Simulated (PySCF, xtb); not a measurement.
B₂HO₂, SMILES O=BB=[OH+], charge +1.

The structure is a stationary point at ωB97X-D3(BJ)/def2-TZVP. The isomer is the one that the SMILES or the coordinates give; other isomers of the formula were not compared. The values are those of a single conformer.

Calculation: IEF-PCM-PBE0/def2-SVP (PySCF).

The values are the electrostatic part of the solvation free energy, E(continuum) − E(gas) at the gas-phase geometry, in a cavity of scaled van der Waals radii (PySCF's table); cavitation and dispersion terms are not included. In vacuum the orbital gap is 7.24 eV.

```
solvent                    ε  ΔG(elec) (kcal/mol)  gap (eV)
---------------------  -----  -------------------  --------
water                  78.36                -72.8      8.13
N,N-dimethylformamide  37.22                  ___       ___
tetrahydrofuran         7.43                -63.2      7.97
```

### Question
Some entries are withheld; supply them. (Estimate from the structure and the level; the computed values follow.)

### Answer

- N,N-dimethylformamide, ΔG(elec) (kcal/mol): -71.7
- N,N-dimethylformamide, gap (eV): 8.11

For comparison, GFN2-xTB/ALPB(water) (xtb, at the GFN2-xTB geometry, all terms of that model) gives -72.7 kcal/mol.
